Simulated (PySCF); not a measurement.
# Electron correlation in Ne(2+) (neon, charge +2)

[He] 2s2 2p4, high-spin 3P determinant. Calculation: PySCF 2.14, in x2c-SVPall (3s2p1d, 14 functions); the spin-free X2C one-electron Hamiltonian (Gaussian nucleus). Frozen: 1s2; 6 electrons correlated.

MP2 pair energies summed by pair of shells (mhartree):

```
 pair  energy  share (%)
2p-2p  -41.88       46.9
2s-2p  -40.88       45.8
2s-2s   -6.55        7.3
```

Total MP2 correlation energy: -89.31 mhartree.

Same-spin part -21.28 and opposite-spin part -68.03 mhartree; SCS-MP2 scales them by 1/3 and 6/5 to -88.72 mhartree.

```csv
level,correlation energy (mhartree)
CCSD,-102.06
(T),-0.66
CCSD(T),-102.72
```

Diagnostics: T1 = 0.0033, D1 = 0.0055, largest double amplitude 0.031.

Cost of the coupled-cluster step: 0.14 s of wall time on 1 thread of Neoverse-N1 (shared host), for 6 correlated electrons.
